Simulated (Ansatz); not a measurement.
Input for Ansatz (a first-principles code): U-r2SCAN/def2-TZVPP on BBr2 (SMILES Br[B]Br), 2S+1 = 2, atoms moved off the minimum.

Ansatz 0.2 input:
```yaml
crystal:
  periodic: [false, false, false]
  atoms:
    - {symbol: Br, position_ang: [-1.68735044, -0.10360897, -0.00455758]}
    - {symbol: B, position_ang: [-0.01552710, 0.80201444, -0.01062424]}
    - {symbol: Br, position_ang: [1.68714733, 0.02500525, -0.02457167]}
basis:
  gaussian:
    orbitals: def2-TZVPP
hamiltonian:
  xc: {name: r2SCAN}
magnetization: {spin_polarized: true, initial_magnetization: 1}
output: {forces: true}
```

Output:

```
WARN ansatz: RAYON_NUM_THREADS=4 ignored (pool sized by the plan → 4); use --threads N
Functional definition: r2SCAN
integrals: 0.05 GiB planned
921 factors; their error is unknown
mean field: 0.53 GiB planned
mean field evaluation 1: about -140766.5283 eV, gradient 1.5e1 eV
mean field evaluation 2: about -140764.2532 eV, gradient 2.4e1 eV
mean field evaluation 4: about -140767.7796 eV, gradient 8.6e-1 eV
mean field evaluation 8: about -140767.7781 eV, gradient 4.6e-2 eV
mean field evaluation 16: about -140767.7325 eV, gradient 2.7e-5 eV
mean field -140767.73247328 eV, -5173.1187525971 hartree, gradient 2.8e-5 eV, S^2 0.755709; 0 other end points of the search recorded, 0 dependent functions left out
the calculation of the forces begins
reference -140767.73248446 eV, -5173.1187530077 hartree; 38, 37 occupied and 89, 90 virtual orbitals, 921 factors
Total energy: -140767.73248446 eV, -5173.1187530077 hartree
Atom 0 at    -1.687350    -0.103609    -0.004558 Å, force     0.274208     0.104824    -0.001195 eV/Å
Atom 1 at    -0.015527     0.802014    -0.010624 Å, force    -0.441276     0.014338     0.002760 eV/Å
Atom 2 at     1.687147     0.025005    -0.024572 Å, force     0.167068    -0.119162    -0.001565 eV/Å
Dipole moment:     0.034731    -0.078367    -0.000570 e Å
```

The run converged.

Cost: roughly 9 core-seconds.
